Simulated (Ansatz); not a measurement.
Geometry optimisation, RKS PBE0-D4/def2-SVP (Ansatz).

The input (input.yaml):

```yaml
crystal:
  periodic: [false, false, false]
  atoms:
    - { symbol: Cl, position_ang: [0.9876, -0.3775, 0.491] }
    - { symbol: Ag, position_ang: [-0.9581, 0.3174, -0.487] }
basis:
  gaussian: { orbitals: def2-SVP }
hamiltonian:
  xc: pbe0
  dispersion: d4
relax:
  f_tol: 0.02
  max_steps: 40
```

Launched with:

```bash
$ ansatz run input.yaml --threads 1 --pin off --max-ram 2048MiB --backend cpu --events-out ev --progress --plain --runs-dir out
```

**Question.** Where does it end, and by what steps?

**Answer.** The forces met the threshold. After 2 steps the energy has fallen by 0.001 eV; Ag2 moved furthest, 0.01 Å.

| step | energy less start (eV) | largest force component (eV/Å) | accepted |
| --- | --- | --- | --- |
| 0 | 0.0000 | 0.154 | yes |
| 1 | -0.0013 | 0.021 | yes |
| 2 | -0.0014 | 0.000 | yes |

```xyz
2
Properties=species:S:1:pos:R:3
Cl 0.994 -0.380 0.494
Ag -0.965 0.320 -0.490
```

Whether the end is a true minimum wasn't checked by a vibrational analysis.

Time of the run: 5 s on 1 thread of Arm Neoverse V2, with other jobs on the host, peak memory 0.097 GiB.
